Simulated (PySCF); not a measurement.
## Silver: a sound run and one with changed settings

Sound run: Ag [Kr] 4d10 5s1, Ag⁺ [Kr] 4d10. Computed with PySCF 2.14 in x2c-SVPall (6s5p5d1f, 53 functions), with the spin-free X2C one-electron Hamiltonian (Gaussian nucleus). In the sound run the correlated levels freeze [Kr]. The sound run starts from symmetry-adapted Hartree-Fock orbitals and uses a fine grid where one is needed.

Changed run: all electrons correlated in a basis built for the valence shell.

```tsv
species	method	sound run (hartree)	changed run (hartree)	converged
Ag	MP2	-5312.59555	-5312.79254	yes
Ag⁺	MP2	-5312.34012	-5312.53361	yes
```

Ionisation energy of Ag:

| method | sound run (eV) | changed run (eV) |
| --- | --- | --- |
| UHF | 6.342 | 6.342 |
| MP2 | 6.951 | 7.046 |
| SCS-MP2 | 6.863 | 6.935 |

A valence basis has no tight correlating functions, so it recovers only part of the core correlation, and not evenly between atom and ion.

For comparison, NIST gives 7.576 eV between the lowest levels.
